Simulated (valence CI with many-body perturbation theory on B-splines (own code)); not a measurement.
## Ho LIV: electric-dipole lines

Calculated by valence CI with perturbative core correlation (CI+MBPT): four valence electrons over a frozen Dirac-Fock core [Ne], a basis of 11 s, 11 p, 9 d, 7 f, 5 g, 2 h, 1 i functions for each j, with the one-electron correlation potential Σ1, the two-electron term Σ2, the three-electron term Σ3, Breit, model QED; selected CI, second order for the rest (own B-spline code, finite nucleus).

No measured spectrum was set against this ion. As an estimate, large intervals hold to a few tenths of a per cent, small ones and those within an open d or f shell to about a per cent.

Lines 201 to 231 of 231 in falling wavelength, among levels below 903.33 eV, chosen from the strongest by gf and those to the six lowest levels. Wavelengths and rates use the calculated energies. Electric multipoles are in the length gauge, E1 and E2 with the static RPA response of the core. Weak lines are less certain than strong ones. Lines between different terms over intervals too small for the method are left out, as are lines whose strength nearly cancels. The highest levels of a list are the least certain.

Levels are named by their leading jj configuration (3d3/2^4 stands for four electrons in 3d with j = 3/2), which in mixed levels can hold well under half, so a name can repeat and another be missing. Letters in brackets count levels of one name in rising energy.

```
λ vac (Å)                           Upper                   Lower   A (s⁻¹)  S (a.u.) with core polarisation  S without
    26.26  (3s 3p1/2 3p3/2 3d5/2) J=3 [a]  (3s 3p1/2^2 3p3/2) J=2  8.09e+10                         5.06e-03   5.14e-03
    26.17  (3s 3p1/2 3p3/2 3d5/2) J=1 [b]  (3s 3p1/2^2 3p3/2) J=1  3.10e+10                         8.22e-04   8.35e-04
    25.94          (3s^2 3p3/2 3d5/2) J=2  (3s^2 3p1/2 3p3/2) J=1  4.30e+08                         1.85e-05   1.89e-05
    25.76  (3s 3p1/2 3p3/2 3d5/2) J=3 [b]  (3s 3p1/2^2 3p3/2) J=2  4.85e+10                         2.86e-03   2.91e-03
    25.74  (3s 3p1/2 3p3/2 3d5/2) J=1 [a]  (3s 3p1/2^2 3p3/2) J=2  3.08e+09                         7.78e-05   7.92e-05
    25.59  (3s 3p1/2 3p3/2 3d5/2) J=1 [c]  (3s 3p1/2^2 3p3/2) J=1  9.94e+08                         2.47e-05   2.51e-05
    25.55              (3s^2 3d3/2^2) J=2  (3s 3p1/2^2 3p3/2) J=1  9.96e+09                         4.10e-04   4.17e-04
    25.53  (3s 3p1/2 3p3/2 3d5/2) J=2 [b]  (3s 3p1/2^2 3p3/2) J=2  7.68e+10                         3.16e-03   3.21e-03
    25.42  (3s 3p1/2 3p3/2 3d5/2) J=2 [c]  (3s 3p1/2^2 3p3/2) J=1  5.01e+09                         2.03e-04   2.07e-04
    25.40      (3s 3p1/2 3p3/2 3d5/2) J=0  (3s 3p1/2^2 3p3/2) J=1  3.63e+11                         2.93e-03   2.98e-03
    25.19          (3s^2 3p3/2 3d5/2) J=3  (3s^2 3p1/2 3p3/2) J=2  4.80e+09                         2.65e-04   2.69e-04
    25.11  (3s 3p1/2 3p3/2 3d5/2) J=2 [d]  (3s 3p1/2^2 3p3/2) J=1  2.13e+10                         8.34e-04   8.47e-04
    25.08  (3s 3p1/2 3p3/2 3d5/2) J=3 [c]  (3s 3p1/2^2 3p3/2) J=2  4.17e+10                         2.28e-03   2.31e-03
    24.85  (3s 3p1/2 3p3/2 3d5/2) J=1 [b]  (3s 3p1/2^2 3p3/2) J=2  2.50e+10                         5.67e-04   5.77e-04
    24.77          (3s^2 3p3/2 3d5/2) J=1  (3s^2 3p1/2 3p3/2) J=2  2.29e+10                         5.15e-04   5.24e-04
    24.44              (3s^2 3d3/2^2) J=0  (3s 3p1/2^2 3p3/2) J=1  1.18e+09                         8.52e-06   8.62e-06
    24.37          (3s^2 3p3/2 3d5/2) J=1  (3s^2 3p1/2 3p3/2) J=1  3.92e+09                         8.40e-05   8.54e-05
    24.33  (3s 3p1/2 3p3/2 3d5/2) J=1 [c]  (3s 3p1/2^2 3p3/2) J=2  4.56e+09                         9.73e-05   9.88e-05
    24.29              (3s^2 3d3/2^2) J=2  (3s 3p1/2^2 3p3/2) J=2  6.83e+09                         2.41e-04   2.45e-04
    24.26  (3s 3p1/2 3p3/2 3d5/2) J=3 [d]  (3s 3p1/2^2 3p3/2) J=2  9.47e+09                         4.67e-04   4.74e-04
    24.17  (3s 3p1/2 3p3/2 3d5/2) J=2 [c]  (3s 3p1/2^2 3p3/2) J=2  1.58e+09                         5.51e-05   5.60e-05
    23.89  (3s 3p1/2 3p3/2 3d5/2) J=2 [d]  (3s 3p1/2^2 3p3/2) J=2  5.07e+10                         1.70e-03   1.73e-03
    20.74                (3s 3p3/2^3) J=2  (3s^2 3p1/2 3p3/2) J=2  4.31e+09                         9.50e-05   9.65e-05
    20.51      (3s 3p1/2 3p3/2^2) J=1 [a]      (3s^2 3p1/2^2) J=0  1.42e+09                         1.81e-05   1.84e-05
    20.46                (3s 3p3/2^3) J=2  (3s^2 3p1/2 3p3/2) J=1  4.53e+08                         9.57e-06   9.70e-06
    20.16      (3s 3p1/2 3p3/2^2) J=1 [b]      (3s^2 3p1/2^2) J=0  4.00e+09                         4.85e-05   4.93e-05
    19.79                (3s 3p3/2^3) J=1  (3s^2 3p1/2 3p3/2) J=2  5.80e+08                         6.66e-06   6.75e-06
    19.53                (3s 3p3/2^3) J=1  (3s^2 3p1/2 3p3/2) J=1  3.21e+09                         3.54e-05   3.60e-05
    18.84          (3s^2 3p3/2 3d3/2) J=1      (3s^2 3p1/2^2) J=0  5.26e+08                         5.21e-06   5.30e-06
    17.15          (3s^2 3p3/2 3d5/2) J=1      (3s^2 3p1/2^2) J=0  2.16e+09                         1.61e-05   1.64e-05
    14.61                (3s 3p3/2^3) J=1      (3s^2 3p1/2^2) J=0  1.52e+07                         7.03e-08   7.14e-08
```
